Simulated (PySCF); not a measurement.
RhH₄ at several levels of theory

All levels use the PBE0 minimum (sextet; Rh–H 1.735 Å (×4); H–Rh–H 109.5° (×6)), basis [Rh def2-TZVP with ECP28, H def2-TZVP], scalar-relativistic core potentials, density fitting, no spin–orbit coupling, PySCF. For vertical energies the ionised species is a quintet (spins chosen at PBE0 and kept) and the electron-attached one a quintet. Atomisation goes to high-spin ground-configuration atoms, without zero-point energy. Open shells are unrestricted, also as the reference of the correlated levels. A dash marks a value that was not computed or is not defined at that level.

```xyz
5
charge 0 multiplicity 6, angstrom
Rh    0.0000    0.0000    0.0000
H     1.4169   -0.0001    1.0019
H    -1.4169    0.0000    1.0019
H     0.0000    1.4169   -1.0018
H     0.0000   -1.4169   -1.0019
```

```
  level  atomisation (kJ/mol)  vertical IP (eV)  vertical EA (eV)  −ε(HOMO) (eV)
   PBE0                   527              9.66              3.81           7.51
     HF                   208              8.73              2.53          10.73
    MP2                   492             10.00              3.26              –
    PBE                   570              9.51              4.04           6.24
CCSD(T)                   531              9.50                 –              –
```

For RhH₄ itself CCSD(T) correlates 21 electrons; T1 = 0.021, D1 = 0.057, (T) = -40 kJ/mol.

Question: Which levels differ least and most from CCSD(T) in the atomisation?

Answer: Least: PBE0 (-4 kJ/mol); most: HF (-323 kJ/mol). CCSD(T) atomisation energies in a triple-zeta basis lie tens of kJ/mol low, so this is no ranking by accuracy.

Spin contamination in at least one species weakens the values at: HF, MP2, CCSD(T).

Without diffuse functions attachment energies tend to come out too low.

Open d and f shells are described by one determinant, and the ground state may have another occupation or spin.
